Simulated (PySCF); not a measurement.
HIOSi, neutral, multiplicity 1. Atoms are numbered in the order given.

```xyz
4

Si     0.6884    -1.5799     0.0000
I     -0.0469     0.8276     0.0000
O     -0.7944    -2.3086     0.0000
H     -0.7978    -3.2734     0.0000
```

Geometry optimised at B3LYP-D3(BJ)/def2-TZVP. The def2 effective core potentials stand for the cores of I; spin–orbit coupling is left out. Other conformers were not sampled.

Level of theory: PySCF with PBE0/def2-TZVPD.

Symmetry labels are those of the subgroup Cs that the program uses (full group Cs).

Computed valence orbital energies around the gap with their symmetry:
```
orbital  symmetry  energy (eV)
-------  --------  -----------
HOMO−7         A'       -19.24
HOMO−6         A'       -16.10
HOMO−5         A'       -12.39
HOMO−4         A"       -10.91
HOMO−3         A'       -10.68
HOMO−2         A"        -7.78
HOMO−1         A'        -7.69
HOMO           A'        -7.07
LUMO           A"        -2.38
LUMO+1         A'        -0.78
LUMO+2         A'        -0.26
LUMO+3         A'         0.55
```
